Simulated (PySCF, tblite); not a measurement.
C₄H₃F₃N₂O.
SMILES: `Cc1nnc(C(F)(F)F)o1`

Method used: CAM-B3LYP/def2-SVPD in PySCF (dipole) on a GFN2-xTB geometry, gas phase.

Take the most abundant isotopes and a rigid rotor. 

**Question.** Give the principal moments of inertia and the rotational constants in MHz.

**Answer.** Ia = 159.06, Ib = 582.97, Ic = 651.13 u·Å²; 505379 MHz·u·Å²/I gives A = 3177, B = 866.9, C = 776.2 MHz.

**Question.** What kind of rotor is it?

**Answer.** A near-prolate asymmetric top; Ray's κ = -0.924.

**Question.** Is it planar, by Δ = Ic − Ia − Ib?

**Answer.** Not planar: Δ = Ic − Ia − Ib = -90.91 u·Å². For a rigid frame Δ = −2 Σ m c², so Σ m c² = 45.46 u·Å² lies off the ab plane: 1.57 from hydrogen and 43.89 from heavier atoms. The atom farthest from that plane is 1.08 Å away.

**Question.** List the rotational levels J(Ka,Kc) to J = 2 (MHz).

**Answer.** Above 0(0,0):
J = 1: 1(0,1) 1643, 1(1,1) 3953, 1(1,0) 4044
J = 2: 2(0,2) 4927, 2(1,2) 7149, 2(1,1) 7421, 2(2,1) 14352, 2(2,0) 14354
The levels of one J sum to (2J + 1)J(J + 1)(A + B + C)/3.

**Question.** Which types of transition are allowed, and where do some lines up to J = 3 fall?

**Answer.** The dipole components are |μa| = 2.78 D, |μb| = 2.87 D, |μc| = 0.00 D; the mirror of this Cs structure is the ab plane, so μc vanishes by symmetry and there are no c-type lines. The squared components, which scale the intensities, stand as 0.94 : 1.00 (a : b). Some lines, for components of 0.1 D or more:

```json
{"type": "a", "branch": "Q", "J(Ka,Kc)": "3(1,2) ← 3(1,3)", "MHz": "544", "lower level (cm⁻¹)": "0.398"}
{"type": "a", "branch": "R", "J(Ka,Kc)": "1(0,1) ← 0(0,0)", "MHz": "1643", "lower level (cm⁻¹)": "0.000"}
{"type": "b", "branch": "Q", "J(Ka,Kc)": "1(1,0) ← 1(0,1)", "MHz": "2401", "lower level (cm⁻¹)": "0.055"}
{"type": "b", "branch": "Q", "J(Ka,Kc)": "2(1,1) ← 2(0,2)", "MHz": "2494", "lower level (cm⁻¹)": "0.164"}
{"type": "b", "branch": "Q", "J(Ka,Kc)": "3(1,2) ← 3(0,3)", "MHz": "2639", "lower level (cm⁻¹)": "0.328"}
{"type": "a", "branch": "R", "J(Ka,Kc)": "2(1,2) ← 1(1,1)", "MHz": "3195", "lower level (cm⁻¹)": "0.132"}
{"type": "a", "branch": "R", "J(Ka,Kc)": "2(0,2) ← 1(0,1)", "MHz": "3284", "lower level (cm⁻¹)": "0.055"}
{"type": "a", "branch": "R", "J(Ka,Kc)": "2(1,1) ← 1(1,0)", "MHz": "3377", "lower level (cm⁻¹)": "0.135"}
{"type": "b", "branch": "R", "J(Ka,Kc)": "1(1,1) ← 0(0,0)", "MHz": "3953", "lower level (cm⁻¹)": "0.000"}
{"type": "a", "branch": "R", "J(Ka,Kc)": "3(2,2) ← 2(2,1)", "MHz": "4929", "lower level (cm⁻¹)": "0.479"}
{"type": "a", "branch": "R", "J(Ka,Kc)": "3(2,1) ← 2(2,0)", "MHz": "4940", "lower level (cm⁻¹)": "0.479"}
{"type": "a", "branch": "R", "J(Ka,Kc)": "3(1,2) ← 2(1,1)", "MHz": "5064", "lower level (cm⁻¹)": "0.248"}
{"type": "b", "branch": "R", "J(Ka,Kc)": "2(1,2) ← 1(0,1)", "MHz": "5506", "lower level (cm⁻¹)": "0.055"}
{"type": "b", "branch": "R", "J(Ka,Kc)": "3(1,3) ← 2(0,2)", "MHz": "7014", "lower level (cm⁻¹)": "0.164"}
{"type": "b", "branch": "Q", "J(Ka,Kc)": "2(2,1) ← 2(1,2)", "MHz": "7203", "lower level (cm⁻¹)": "0.238"}
{"type": "b", "branch": "Q", "J(Ka,Kc)": "3(2,2) ← 3(1,3)", "MHz": "7341", "lower level (cm⁻¹)": "0.398"}
{"type": "b", "branch": "R", "J(Ka,Kc)": "2(2,1) ← 1(1,0)", "MHz": "10308", "lower level (cm⁻¹)": "0.135"}
{"type": "b", "branch": "R", "J(Ka,Kc)": "2(2,0) ← 1(1,1)", "MHz": "10401", "lower level (cm⁻¹)": "0.132"}
{"type": "b", "branch": "Q", "J(Ka,Kc)": "3(3,0) ← 3(2,1)", "MHz": "11767", "lower level (cm⁻¹)": "0.644"}
{"type": "b", "branch": "Q", "J(Ka,Kc)": "3(3,1) ← 3(2,2)", "MHz": "11780", "lower level (cm⁻¹)": "0.643"}
{"type": "b", "branch": "R", "J(Ka,Kc)": "3(2,2) ← 2(1,1)", "MHz": "11860", "lower level (cm⁻¹)": "0.248"}
{"type": "b", "branch": "R", "J(Ka,Kc)": "3(3,1) ← 2(2,0)", "MHz": "16707", "lower level (cm⁻¹)": "0.479"}
{"type": "b", "branch": "R", "J(Ka,Kc)": "3(3,0) ← 2(2,1)", "MHz": "16709", "lower level (cm⁻¹)": "0.479"}
```

Its GFN2-xTB frequencies are all real (lowest 17 cm⁻¹). Zero-point vibration and centrifugal distortion are left out. A rigid rotor knows nothing of internal rotation, which can split or shift real lines. Quadrupole hyperfine structure (14N) is left out.

Shape of the structure used: `[CH3:1][c:2]1[n:3][n:4][c:5]([C:6]([F:7])([F:8])[F:9])[o:10]1`: N4–C5–C6–F7 121°.
